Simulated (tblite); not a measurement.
Species: C6H12N2OSi.
Atom-mapped SMILES: `[CH3:1][C:2](=[O:3])[N:4]([SiH2:5][C:6]#[N:7])[CH:8]([CH3:9])[CH3:10]` (hydrogens: H11, H12, H13 on C1; H14, H15 on Si5; H16 on C8; H17, H18, H19 on C9; H20, H21, H22 on C10)

Geometry (GFN2-xTB, Å), atoms numbered from 1 in this order:
```xyz
22
C6H12N2OSi angstrom
C      1.716   -1.858   -0.567
C      1.503   -0.570    0.168
O      2.417    0.014    0.756
N      0.318    0.038    0.241
Si     0.647    1.485    1.222
C      1.723    2.637    0.227
N      2.352    3.363   -0.394
C     -0.923   -0.434   -0.332
C     -1.922   -0.764    0.776
C     -1.491    0.600   -1.303
H      2.759   -2.146   -0.465
H      1.084   -2.643   -0.155
H      1.482   -1.735   -1.623
H      1.084    1.192    2.575
H     -0.659    2.165    1.249
H     -0.710   -1.351   -0.892
H     -2.832   -1.175    0.348
H     -2.171    0.133    1.338
H     -1.498   -1.493    1.463
H     -1.814    1.489   -0.769
H     -2.342    0.182   -1.836
H     -0.733    0.890   -2.027
```

All values are computed: GFN2-xTB (tblite) harmonic vibrations without scaling, gas phase. Against measured fundamentals such values can be off by several per cent, at times by over 20. Modes of hydrogen on silicon can be 10 to 20 % off. One conformer, not necessarily the lowest.

Harmonic wavenumbers (cm⁻¹): 39.3, 52.6, 67.9, 137.0, 160.1, 162.8, 164.1, 191.0, 205.0, 221.7, 301.9, 307.9, 345.2, 397.2, 442.8, 488.6, 524.0, 544.2, 575.7, 600.8, 625.2, 668.6, 759.2, 841.3, 909.1, 933.1, 941.0, 974.7, 1003.7, 1012.0, 1069.2, 1142.4, 1176.0, 1231.5, 1307.3, 1326.4, 1371.1, 1398.8, 1412.3, 1455.1, 1462.9, 1465.5, 1481.7, 1486.6, 1490.7, 1499.5, 1619.3, 2196.7, 2365.5, 2375.2, 2929.0, 3017.9, 3022.1, 3032.8, 3037.7, 3040.2, 3042.6, 3051.6, 3056.1, 3058.5.

A = 1441, B = 917.5, C = 724.3 MHz; mass 156.072 u (most abundant isotopes); point group C1, symmetry number 1.

**Question.** What is the zero-point energy?

**Answer.** ½Σν̃ = 37610 cm⁻¹ = 107.53 kcal/mol.

**Question.** Give the ideal-gas entropy at 200 K and 1 bar in the rigid-rotor, harmonic-oscillator model (classical rotation).

**Answer.** Translation 39.09, rotation 29.01, vibration 27.91: S = 96.0 cal/(mol K).

**Question.** And Cp and H(200 K) − H(0)?

**Answer.** Cp = 37.08 cal/(mol K), of which vibrations give 29.13 (their classical limit is 60 R = 119.2); H(200 K) − H(0) = 4.62 kcal/mol without the zero-point energy, 3.03 from vibrations.

**Question.** What must be added to the electronic energy to get the Gibbs energy at 200 K and 1 bar?

**Answer.** ZPE + [H(200 K) − H(0)] − T·S = 107.53 + 4.62 − 19.20 = 92.95 kcal/mol.

**Question.** Blend soft modes into free rotors: weight 1/[1 + (100 cm⁻¹/ν̃)⁴] for the oscillator and the rest for a rotor with moment μB/(μ + B), μ = h/(8π²ν), B = 10⁻⁴⁴ kg m². What vibrational entropy results?

**Answer.** 25.73 cal/(mol K) in place of 27.91, which changes −T·S at 200 K by +0.44 kcal/mol.

**Question.** How do the functions run with temperature in this model?

**Answer.** 
```json
{"T (K)": "150", "S (cal/(mol K))": "86.3", "Cp (cal/(mol K))": "30.9", "H − H(0) (kcal/mol)": "2.92", "G − H(0) (kcal/mol)": "-10.02", "ln q(vib)": "4.51"}
{"T (K)": "250", "S (cal/(mol K))": "104.9", "Cp (cal/(mol K))": "42.9", "H − H(0) (kcal/mol)": "6.62", "G − H(0) (kcal/mol)": "-19.61", "ln q(vib)": "8.32"}
{"T (K)": "298.15", "S (cal/(mol K))": "112.9", "Cp (cal/(mol K))": "48.4", "H − H(0) (kcal/mol)": "8.82", "G − H(0) (kcal/mol)": "-24.86", "ln q(vib)": "10.09"}
{"T (K)": "400", "S (cal/(mol K))": "128.7", "Cp (cal/(mol K))": "59.0", "H − H(0) (kcal/mol)": "14.30", "G − H(0) (kcal/mol)": "-37.18", "ln q(vib)": "13.73"}
{"T (K)": "600", "S (cal/(mol K))": "156.0", "Cp (cal/(mol K))": "75.7", "H − H(0) (kcal/mol)": "27.87", "G − H(0) (kcal/mol)": "-65.71", "ln q(vib)": "20.45"}
{"T (K)": "900", "S (cal/(mol K))": "190.1", "Cp (cal/(mol K))": "92.4", "H − H(0) (kcal/mol)": "53.29", "G − H(0) (kcal/mol)": "-117.80", "ln q(vib)": "29.58"}
```

q(vib) and H(0) count from the zero-point level.

Hindered rotation and anharmonicity are outside this model. Other conformers, if any are populated, would add a mixing term that is left out. The structure is chiral; the term R ln 2 for an equal mix with its mirror image is left out.
